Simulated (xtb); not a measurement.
Harmonic IR lines of one isomer of C4H3N, unscaled. Level of theory: GFN2-xTB (xtb).

```tsv
wavenumber (cm⁻¹)	relative intensity
514	3.0
664	6.3
1029	8.4
1048	3.9
1832	17
2342	100
3026	18
3035	19
```

Which structure gives these lines?
A) `C#CNC#C`
B) `N#CC1=CC1`
C) `C=C=C=C=N`
D) `C=C=CC#N`

B, `N#CC1=CC1`
